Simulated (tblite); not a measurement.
Isomers of C6H11O (doublet state). Computed values, GFN2-xTB/tblite, gas phase, harmonic and unscaled. This tight-binding method is rough: wavenumbers can miss measured ones by several per cent, in bad cases by 10 to 20. One conformer each. Open shells enter through the occupations alone, without spin polarisation, and single modes of such species can be off by tens of per cent.

Electronic energies: GFN2-xTB at the same geometries; isomer energies are rough at this level and their order can be wrong.

| SMILES | electronic energy, lowest = 0 (kcal/mol) |
| --- | --- |
| C[CH]C(=O)C(C)C | 0.0 |
| O[C@@H]1C[CH]CCC1 | 0.3 |
| COC[C]1CCC1 | 20.7 |
| C=C[C@H]([O])C(C)C | 33.0 |

Q: How do GFN2-xTB zero-point energies change the relative energies?

A: 
| SMILES | ZPE (kcal/mol) | of it from modes above 1550 cm⁻¹ | electronic (kcal/mol) | with ZPE, lowest = 0 (kcal/mol) | lowest mode (cm⁻¹) | rings |
| --- | --- | --- | --- | --- | --- | --- |
| C[CH]C(=O)C(C)C | 96.0 | 49.7 | 0.0 | 0.0 | 41 | 0 |
| O[C@@H]1C[CH]CCC1 | 98.3 | 47.4 | 0.3 | 2.5 | 137 | 1 |
| COC[C]1CCC1 | 96.4 | 46.0 | 20.7 | 21.1 | 9 | 1 |
| C=C[C@H]([O])C(C)C | 95.3 | 49.7 | 33.0 | 32.3 | 54 | 0 |

The zero-point energies span 3.0 kcal/mol, from `C=C[C@H]([O])C(C)C` to `O[C@@H]1C[CH]CCC1`. The order is unchanged.

Q: What do entropy and thermal enthalpy add at 298.15 K and 1 bar (rigid rotor, harmonic oscillator, one conformer each)?

A: 
```
            SMILES  point group  symmetry number  S (cal/(mol K))  H − H(0) (kcal/mol)  ZPE + H − H(0) − TS (kcal/mol)
   C[CH]C(=O)C(C)C           C1                1             95.1                 6.44                            74.1
 O[C@@H]1C[CH]CCC1           C1                1             83.2                 5.14                            78.6
C=C[C@H]([O])C(C)C           C1                1             92.5                 6.24                            74.0
```

S holds R ln(2S + 1) for the spin.

Not tabulated: `COC[C]1CCC1` (lowest mode only 9 cm⁻¹).
